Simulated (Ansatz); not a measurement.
Potential energy curve for SeAl (cation, charge +1), lowest triplet found (which spin is the ground state isn't settled by this scan).

- FCI = full CI/cc-pVDZ, cores with 3d frozen run with Ansatz (a quantum-chemistry and plane-wave program)
- ROCCSDT(Q) = CCSDT(Q)/B on ROHF/cc-pVDZ, cores with 3d frozen in Ansatz
- ROCCSD(T) = Ansatz with CCSD(T) on ROHF/cc-pVDZ, cores with 3d frozen
- UKS-PBE0 = unrestricted PBE0/cc-pVDZ in Ansatz

Energies are in kcal/mol, each relative to the lowest point of its own curve between 2.75 and 3.54 Å, where full CI is lowest.

```
R / Å   FCI  ROCCSDT(Q)  ROCCSD(T)    UKS-PBE0
-----  ----  ----------  ---------  ----------
2.75    2.1         2.1        2.2  (withheld)
2.85    0.8         0.8        0.8  (withheld)
3.04    0.0         0.0        0.0         0.0
3.27    0.9         0.9        0.8  (withheld)
3.54    2.9         2.9        2.8         3.8
3.82    5.3         5.3        5.1         6.6
4.24    8.4         8.4        8.2  (withheld)
4.73   11.1        11.1       10.9        13.6
5.27   13.0        13.0       12.7        15.8
6.07   14.4        14.4       14.0        17.6
7.05      —        15.0       14.7  (withheld)
8.21      —        15.3       15.0  (withheld)
```

What belongs in the gaps?


- 2.75, UKS-PBE0: 1.6
- 2.85, UKS-PBE0: 0.5
- 3.27, UKS-PBE0: 1.3
- 4.24, UKS-PBE0: 10.3
- 7.05, UKS-PBE0: 18.4
- 8.21, UKS-PBE0: 18.7

Dashes: no converged value, or the column stops at the first point that the program doubted or that broke a chosen test of continuity, which isn't proof of a fault.

The scan ran from 1.74 to 8.21 Å; beyond the distances shown full CI changes its symmetry label.
